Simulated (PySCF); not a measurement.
Mean harmonic wavenumber (cm⁻¹) of eight silicon and germanium compounds: PBE-D3(BJ) beside PBE0-D3(BJ), computed with PySCF for isolated molecules in the bases named; differences from unrounded values. The eight are the first of their class met in an unordered collection, after screening for sound electronic states; none was chosen by its value. Each level has its own optimised geometry.

| molecule | basis | PBE0-D3(BJ) | PBE-D3(BJ) | difference |
|---|---|---|---|---|
| SiBr₂, SMILES Br[Si]Br (connectivity only; charge and spin as stated), neutral, multiplicity 1 | def2-TZVP | 313 | 298 | -15 |
| CH₃FO₂Si, SMILES O=CO[SiH2]F | def2-SVP | 1099 | 1054 | -45 |
| CH4ClFOSi, SMILES C[Si](O)(F)Cl | def2-SVP | 1176 | 1138 | -37 |
| C₂H₉NOSi, SMILES CO[Si@H](C)N | def2-SVP | 1393 | 1344 | -49 |
| Si(H)(vinyl)(OH)(OMe) (C3H8O2Si), SMILES C=C[SiH](O)OC | def2-SVP | 1327 | 1281 | -46 |
| CH9GeNSi, SMILES [SiH2](C)[NH][GeH3] | def2-SVP | 1241 | 1199 | -42 |
| C2H7FSi3, SMILES F[SiH2][Si@@H]1[SiH2]C=C1 | def2-SVP | 1047 | 1010 | -38 |
| C4H9FSi, SMILES CC[SiH2]/C=C\F | def2-SVP | 1327 | 1283 | -44 |

PBE-D3(BJ) lies below PBE0-D3(BJ) in 8 and above it in 0 of the eight; the mean signed difference is -40 and the largest -49 cm⁻¹.
